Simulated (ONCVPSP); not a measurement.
# How hard is this In (Z = 49) ONCV potential?

ONCVPSP 4.0.1 input, shortened (lines: element, Z, core and valence counts, functional; n l f; lmax; l rc ep ncon nbas qcut; lloc lpopt rc5 dvloc0; l nproj debl; icmod fcfact rcfact), PBEsol, scalar-relativistic:

```
  In 49.00    8    3  -116133      upf
    1    0    2.00
    2    0    2.00
    2    1    6.00
    3    0    2.00
    3    1    6.00
    3    2   10.00
    4    0    2.00
    4    1    6.00
    4    2   10.00
    5    0    1.00
    5    1    2.00
    2
    0    2.30    0.00    4    7    3.30
    1    2.60    0.00    3    8    3.10
    2    1.50    0.00    4    8   12.30
    4    1    1.25    0.00
    0    2    1.10
    1    2    1.00
    2    2    1.70
    0    0.00    0.00
```

**Question.** For each optimised wave give the share of its norm inside rc, the residual kinetic energy above qcut (Ha) and the cutoffs (Ha) for errors of 10, 1, 0.1 and 0.01 mHa per electron.

**Answer.**

```tsv
wave	norm inside rc	residual KE	10 mHa	1 mHa	0.1 mHa	0.01 mHa
5s	0.444	8.3e-04	3.5	5.5	18.0	22.8
s projector 2	0.234	1.7e-03	4.5	5.9	16.7	30.9
5p	0.282	1.4e-04	1.0	3.1	5.8	31.6
p projector 2	0.291	1.6e-03	3.6	5.2	9.9	31.1
4d	0.780	8.5e-09	32.7	42.4	50.7	57.7
d projector 2	0.117	2.3e-09	29.3	39.5	48.5	56.3
```

The occupied waves need 42 Ha and 51 Ha for 1 and 0.1 mHa. Note: ghosts flagged at negative energy: s at -48.3 eV; GHOST(+) flagged for p at 44.8 eV. A true bound ghost makes a file unfit for plane-wave use.
